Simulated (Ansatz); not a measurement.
The first iterations of a band of CH3 + ClH3Sn (9 atoms, charge 0, multiplicity 2).

The calculation used Ansatz 0.2.0, UKS r2SCAN-D4/def2-SVP.

```json
{"movable images": "5", "climbing image": "from the first iteration", "spring": "5.0 eV/Å²", "optimiser": "lbfgs", "start path": "through a guess of the saddle point", "force threshold": "0.03 eV/Å", "iteration limit": "60", "end points": "relaxed"}
```

First end point:

```xyz
9
Properties=species:S:1:pos:R:3
Sn 0.001 0.000 -0.318
Cl 0.008 0.000 2.047
H 1.639 0.000 -0.802
H -0.821 1.420 -0.794
H -0.820 -1.420 -0.794
C -0.001 0.000 5.435
H -0.590 -0.917 5.401
H 1.088 -0.052 5.417
H -0.500 0.969 5.401
```

Last end point:

```xyz
9
Properties=species:S:1:pos:R:3
Sn 0.000 0.000 -0.427
Cl 0.001 0.000 3.249
H 1.620 0.000 -1.018
H -0.810 1.403 -1.018
H -0.810 -1.403 -1.018
C 0.000 0.000 5.043
H -0.561 -0.874 5.394
H 1.038 -0.049 5.395
H -0.476 0.923 5.394
```

| iteration | highest image above the first end (eV) | largest band force component (eV/Å) |
| --- | --- | --- |
| 1 | 0.710 | 1.459 |
| 2 | 0.667 | 1.278 |
| 3 | 0.621 | 1.501 |
| 4 | 0.619 | 0.763 |
| 5 | 0.616 | 0.365 |
| 6 | 0.614 | 0.537 |
| 7 | 0.614 | 0.206 |
| 8 | 0.613 | 0.194 |
| 9 | 0.607 | 0.242 |
| 10 | 0.607 | 0.121 |
| 11 | 0.606 | 0.177 |
| 12 | 0.606 | 0.085 |

Task: Does the band converge within its limit, and where does its top end?

Result: The forces met the threshold. It ended after 36 iterations with the highest image 0.604 eV above the first end. Another band between the same ends (5 images) ends at a top of the same energy, where a vibrational analysis finds 1 clearly imaginary mode.

The run took 6.8 min on 4 threads of Arm Neoverse V1, on a shared host, peak memory 0.25 GiB.
